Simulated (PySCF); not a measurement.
**`C[N+](C)(C)C1=CC=C[SiH2]1`, [C$_{7}$H$_{14}$NSi]+, charge +1**

Molfile (atoms numbered from 1):
```
C7H14NSi
     RDKit          3D

 23 23  0  0  0  0  0  0  0  0999 V2000
   -1.2837   -1.5886    0.3482 C   0  0  0  0  0  0  0  0  0  0  0  0
   -0.9014   -0.2106   -0.0789 N   0  0  0  0  0  0  0  0  0  0  0  0
   -1.4670    0.7654    0.9048 C   0  0  0  0  0  0  0  0  0  0  0  0
   -1.4816    0.0442   -1.4349 C   0  0  0  0  0  0  0  0  0  0  0  0
    0.5742   -0.0968   -0.1233 C   0  0  0  0  0  0  0  0  0  0  0  0
    1.1982    1.0439   -0.4796 C   0  0  0  0  0  0  0  0  0  0  0  0
    2.6720    1.0058   -0.4773 C   0  0  0  0  0  0  0  0  0  0  0  0
    3.2560   -0.1575   -0.1218 C   0  0  0  0  0  0  0  0  0  0  0  0
    1.9138   -1.3913    0.2674 Si  0  0  0  0  0  4  0  0  0  0  0  0
   -2.3774   -1.6639    0.3786 H   0  0  0  0  0  0  0  0  0  0  0  0
   -0.8696   -1.7790    1.3456 H   0  0  0  0  0  0  0  0  0  0  0  0
   -0.8808   -2.3089   -0.3739 H   0  0  0  0  0  0  0  0  0  0  0  0
   -1.2327    1.7835    0.5765 H   0  0  0  0  0  0  0  0  0  0  0  0
   -2.5549    0.6288    0.9569 H   0  0  0  0  0  0  0  0  0  0  0  0
   -1.0101    0.5786    1.8835 H   0  0  0  0  0  0  0  0  0  0  0  0
   -1.0358   -0.6633   -2.1437 H   0  0  0  0  0  0  0  0  0  0  0  0
   -2.5696   -0.0936   -1.3886 H   0  0  0  0  0  0  0  0  0  0  0  0
   -1.2466    1.0694   -1.7398 H   0  0  0  0  0  0  0  0  0  0  0  0
    0.6921    1.9738   -0.7636 H   0  0  0  0  0  0  0  0  0  0  0  0
    3.2284    1.9049   -0.7587 H   0  0  0  0  0  0  0  0  0  0  0  0
    4.3401   -0.2833   -0.0902 H   0  0  0  0  0  0  0  0  0  0  0  0
    1.8385   -1.8399    1.6863 H   0  0  0  0  0  0  0  0  0  0  0  0
    1.8233   -2.5603   -0.6522 H   0  0  0  0  0  0  0  0  0  0  0  0
  1  2  1  0
  2  3  1  0
  2  4  1  0
  2  5  1  0
  5  6  2  0
  6  7  1  0
  7  8  2  0
  8  9  1  0
  9  5  1  0
  1 10  1  0
  1 11  1  0
  1 12  1  0
  3 13  1  0
  3 14  1  0
  3 15  1  0
  4 16  1  0
  4 17  1  0
  4 18  1  0
  6 19  1  0
  7 20  1  0
  8 21  1  0
  9 22  1  0
  9 23  1  0
M  CHG  1   2   1
M  END
```

Computed with quadratic response CAM-B3LYP/def2-SVPD first hyperpolarisability, Taylor convention, gas phase (PySCF). Geometry: PBE0-D3(BJ)/def2-SVP.

Question: Give β for the processes computed.

Answer: In au, Taylor convention; the vector part is βᵢ = ⅓ Σⱼ (βᵢⱼⱼ + βⱼᵢⱼ + βⱼⱼᵢ):
```
                   process  λ (nm)  β vector norm  β HRS  depolarisation ratio
           static β(0;0,0)       ∞          108.6   51.0                  3.58
second harmonic β(−2ω;ω,ω)    1907          117.9   54.9                  3.66
         Pockels β(−ω;ω,0)    1907          111.5      –                     –
second harmonic β(−2ω;ω,ω)    1064          146.8   67.0                  3.88
         Pockels β(−ω;ω,0)    1064          118.7      –                     –
```

Question: Which lowest excitations and polarisabilities go with it?

Answer: S1 4.38 eV (f = 0.090); S2 5.74 eV (f = 0.001); S3 6.42 eV (f = 0.002); isotropic α 106.0 au static, 106.3 au at 1907 nm, 107.0 au at 1064 nm, 107.3 au at 953.5 nm, 110.5 au at 532 nm.
